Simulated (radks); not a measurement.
Results of a calculation; reference values are marked as such.
Problem. The mean radii <r> (bohr) of the occupied orbitals of an atom or ion are listed with their occupations. Level of theory: scalar-relativistic Kohn-Sham, PBE, spin-polarised, spherical densities, finite nucleus; Fermi nuclear charge, rms radius of each element as measured or else 0.836 A^(1/3) + 0.57 fm (a radial shooting solver on a logarithmic mesh with Libxc functionals).

| orbital | occ. | <r> |
|---|---|---|
| 1s | 2 | 0.1579 |
| 2s | 2 | 0.8970 |
| 2p | 6 | 0.9815 |

Name the element and its charge.

Solution. Z = 10, neon, charge 0: Ne in [He] 2s2 2p(up 3, down 3). The 1s radius gives Z: for a bare nucleus <r> = (2 gamma + 1)/(2Z) with gamma = sqrt(1 - (Z/c)^2), 0.1497 bohr for Z = 10, and screening makes it slightly larger (0.1579 here). The occupations add up to 10, and the charge is Z minus that.
